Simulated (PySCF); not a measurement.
C3H9O2Sn, doublet, at a GFN2-xTB geometry (such geometries of metal compounds can be far from the true shape) (the spin is typed, not shown lowest) (all electrons, no relativity); CAMB3LYP/STO-3G (PySCF).

The PySCF input:
```python
from pyscf import gto, scf, dft

mol = gto.Mole()
mol.atom = '''
    Sn    0.46403987    0.33198427    0.50852436
    C    -0.70988159   -1.04957052   -1.49925834
    C     0.01680332   -2.34141420   -1.65073718
    C    -0.72005664   -0.11512295   -2.65568922
    H    -1.64872954   -1.11420461   -0.95960904
    H    -0.53537796   -3.00084517   -2.33010456
    H     1.00949169   -2.19459737   -2.07462176
    H     0.10380565   -2.85988889   -0.69711222
    H    -1.03292017    0.87914020   -2.34272128
    H    -1.43699444   -0.45893251   -3.40944947
    H     0.25787270   -0.05422862   -3.12952546
    O    -0.75614554    1.97894213    0.37328599
    H    -1.35157038    2.11545931    1.10719208
    O    -0.48332448   -0.43753645    2.19838269
    H    -0.17300183   -1.20571507    2.67049305
'''
mol.basis = 'sto-3g'
mol.spin = 1
mol.verbose = 4
mol.build()

mf = dft.UKS(mol)
mf.xc = 'camb3lyp'
mf.kernel()
mf.analyze()
```

**Question.** What does PySCF print? Leave out banner, timings and long lists.

**Answer.** 
```
PySCF version 2.14.0

[INPUT] verbose = 4
[INPUT] num. atoms = 15
[INPUT] num. electrons = 93
[INPUT] charge = 0
[INPUT] spin (= nelec alpha-beta = 2S) = 1
[INPUT] symmetry False subgroup None
[INPUT] Mole.unit = angstrom
[INPUT] Symbol           X                Y                Z      unit          X                Y                Z       unit  Magmom
[...]
nuclear repulsion = 581.459427063446
number of shells = 35
number of NR pGTOs = 183
number of NR cGTOs = 61
basis = sto-3g
ecp = {}

******** <class 'pyscf.dft.uks.UKS'> ********
method = UKS
initial guess = minao
damping factor = 0
level_shift factor = 0
DIIS = <class 'pyscf.scf.diis.CDIIS'>
diis_start_cycle = 1
diis_space = 8
diis_damp = 0
SCF conv_tol = 1e-09
SCF conv_tol_grad = None
SCF max_cycles = 50
direct_scf = True
direct_scf_tol = 1e-13
number electrons alpha = 47  beta = 46
XC library pyscf.dft.libxc version 7.1.2
    S. Lehtola, C. Steigemann, M. J. T. Oliveira, and M. A. L. Marques,  SoftwareX 7, 1–5 (2018)
XC functionals = camb3lyp
    T. Yanai, D. P. Tew, and N. C. Handy,  Chem. Phys. Lett. 393, 51 (2004)
radial grids:
    Treutler-Ahlrichs [JCP 102, 346 (1995); DOI:10.1063/1.469408] (M4) radial grids

becke partition: Becke, JCP 88, 2547 (1988); DOI:10.1063/1.454033
pruning grids: <function nwchem_prune>
grids dens level: 3
symmetrized grids: False
atomic radii adjust function: <function treutler_atomic_radii_adjust>
small_rho_cutoff = 0
Set gradient conv threshold to 3.16228e-05
tot grids = 180752
init E= -6215.61424823347

cycle= 1 E= -6231.57531136036  delta_E=  -16  |g|= 0.565  |ddm|= 3.23
cycle= 2 E= -6230.99793583739  delta_E= 0.577  |g|= 1.06  |ddm|= 2.39
cycle= 3 E= -6231.9148638301  delta_E= -0.917  |g|= 0.149  |ddm|= 2.04
cycle= 4 E= -6231.93967817691  delta_E= -0.0248  |g|= 0.0327  |ddm|= 0.306
cycle= 5 E= -6231.94190990807  delta_E= -0.00223  |g|= 0.0273  |ddm|= 0.145
cycle= 6 E= -6231.94265024565  delta_E= -0.00074  |g|= 0.00975  |ddm|= 0.0524
cycle= 7 E= -6231.94288769713  delta_E= -0.000237  |g|= 0.00644  |ddm|= 0.0467
cycle= 8 E= -6231.94294419059  delta_E= -5.65e-05  |g|= 0.00171  |ddm|= 0.0186
cycle= 9 E= -6231.94295408571  delta_E= -9.9e-06  |g|= 0.00113  |ddm|= 0.0103
cycle= 10 E= -6231.9429563195  delta_E= -2.23e-06  |g|= 0.0005  |ddm|= 0.0038
cycle= 11 E= -6231.94295725873  delta_E= -9.39e-07  |g|= 0.000155  |ddm|= 0.00344
cycle= 12 E= -6231.94295746984  delta_E= -2.11e-07  |g|= 7.12e-05  |ddm|= 0.00185
cycle= 13 E= -6231.94295751326  delta_E= -4.34e-08  |g|= 3.04e-05  |ddm|= 0.000947
cycle= 14 E= -6231.94295751909  delta_E= -5.83e-09  |g|= 1.37e-05  |ddm|= 0.00033
cycle= 15 E= -6231.94295751982  delta_E= -7.29e-10  |g|= 5.61e-06  |ddm|= 0.000122
Extra cycle  E= -6231.9429575199  delta_E= -8.37e-11  |g|= 5.4e-06  |ddm|= 2.13e-05
converged SCF energy = -6231.9429575199  <S^2> = 0.79317349  2S+1 = 2.0427173
**** SCF Summaries ****
Total Energy =                       -6231.942957519902848
Nuclear Repulsion Energy =             581.459427063446356
One-electron Energy =                -9774.507299074273760
Two-electron Energy =                 2961.104914490924330
Two-electron Coulomb Energy =         3159.790711144707984
DFT Exchange-Correlation Energy =     -198.685796653783598
**** MO energy ****
                             alpha | beta                alpha | beta
[...]
To work with the spin densities directly, `use mulliken_meta_spin()` only printing them here.

 ** Mulliken spin pop alpha/beta on meta-lowdin orthogonal AOs **
 ** Mulliken Spin Density (per AO)  **
spin_pop of  0 Sn 1s        0.00000
spin_pop of  0 Sn 2s        0.00000
spin_pop of  0 Sn 3s        0.00002
spin_pop of  0 Sn 4s        0.00014
spin_pop of  0 Sn 5s        0.08748
spin_pop of  0 Sn 2px       0.00000
spin_pop of  0 Sn 2py      -0.00000
spin_pop of  0 Sn 2pz      -0.00000
spin_pop of  0 Sn 3px       0.00000
spin_pop of  0 Sn 3py      -0.00000
spin_pop of  0 Sn 3pz      -0.00000
spin_pop of  0 Sn 4px       0.00036
spin_pop of  0 Sn 4py      -0.00005
spin_pop of  0 Sn 4pz      -0.00015
spin_pop of  0 Sn 5px       0.25545
spin_pop of  0 Sn 5py      -0.02882
spin_pop of  0 Sn 5pz      -0.09722
spin_pop of  0 Sn 3dxy     -0.00000
spin_pop of  0 Sn 3dyz      0.00000
spin_pop of  0 Sn 3dz^2     0.00000
spin_pop of  0 Sn 3dxz     -0.00000
spin_pop of  0 Sn 3dx2-y2    0.00000
spin_pop of  0 Sn 4dxy     -0.00016
spin_pop of  0 Sn 4dyz      0.00011
spin_pop of  0 Sn 4dz^2     0.00031
spin_pop of  0 Sn 4dxz     -0.00007
spin_pop of  0 Sn 4dx2-y2    0.00025
spin_pop of  1 C 1s       -0.00001
spin_pop of  1 C 2s        0.04658
spin_pop of  1 C 2px       0.17461
spin_pop of  1 C 2py       0.12382
spin_pop of  1 C 2pz       0.20891
spin_pop of  2 C 1s        0.00000
spin_pop of  2 C 2s       -0.00478
spin_pop of  2 C 2px      -0.00685
spin_pop of  2 C 2py      -0.01094
spin_pop of  2 C 2pz      -0.00425
spin_pop of  3 C 1s        0.00000
spin_pop of  3 C 2s       -0.00476
spin_pop of  3 C 2px      -0.00414
spin_pop of  3 C 2py      -0.00827
spin_pop of  3 C 2pz      -0.00939
spin_pop of  4 H 1s       -0.01357
spin_pop of  5 H 1s        0.02406
spin_pop of  6 H 1s        0.00521
spin_pop of  7 H 1s        0.00572
spin_pop of  8 H 1s        0.00783
spin_pop of  9 H 1s        0.02421
spin_pop of  10 H 1s        0.00375
spin_pop of  11 O 1s       -0.00000
spin_pop of  11 O 2s        0.00152
spin_pop of  11 O 2px       0.08098
spin_pop of  11 O 2py      -0.00924
spin_pop of  11 O 2pz       0.03335
spin_pop of  12 H 1s       -0.00238
spin_pop of  13 O 1s       -0.00000
spin_pop of  13 O 2s       -0.00037
spin_pop of  13 O 2px       0.13106
spin_pop of  13 O 2py       0.01219
spin_pop of  13 O 2pz      -0.01799
spin_pop of  14 H 1s       -0.00455
 ** Mulliken Spin Density (per atom)  **
spin density of  0 Sn =      0.21767
spin density of  1 C =      0.55391
spin density of  2 C =     -0.02681
spin density of  3 C =     -0.02656
spin density of  4 H =     -0.01357
spin density of  5 H =      0.02406
spin density of  6 H =      0.00521
spin density of  7 H =      0.00572
spin density of  8 H =      0.00783
spin density of  9 H =      0.02421
spin density of  10 H =      0.00375
spin density of  11 O =      0.10662
spin density of  12 H =     -0.00238
spin density of  13 O =      0.12490
spin density of  14 H =     -0.00455
 ** Mulliken pop alpha/beta on meta-lowdin orthogonal AOs **
 ** Mulliken pop       alpha | beta **
In total            47.00000 | 46.00000
 ** Mulliken atomic charges   ( Nelec_alpha | Nelec_beta ) **
charge of  0Sn =      0.43871  (    24.88948     24.67181 )
charge of  1C =     -0.07197  (     3.31294      2.75903 )
charge of  2C =     -0.14788  (     3.06054      3.08735 )
charge of  3C =     -0.15041  (     3.06193      3.08848 )
charge of  4H =      0.03500  (     0.47571      0.48928 )
charge of  5H =      0.04668  (     0.48869      0.46463 )
charge of  6H =      0.04971  (     0.47775      0.47254 )
charge of  7H =      0.04637  (     0.47968      0.47396 )
charge of  8H =      0.05490  (     0.47646      0.46863 )
charge of  9H =      0.04625  (     0.48898      0.46477 )
charge of  10H =      0.04903  (     0.47736      0.47361 )
charge of  11O =     -0.30832  (     4.20747      4.10085 )
charge of  12H =      0.11631  (     0.44065      0.44303 )
charge of  13O =     -0.32080  (     4.22285      4.09795 )
charge of  14H =      0.11641  (     0.43952      0.44407 )
Dipole moment(X, Y, Z, Debye):  0.69873, -1.28480,  0.61006
```
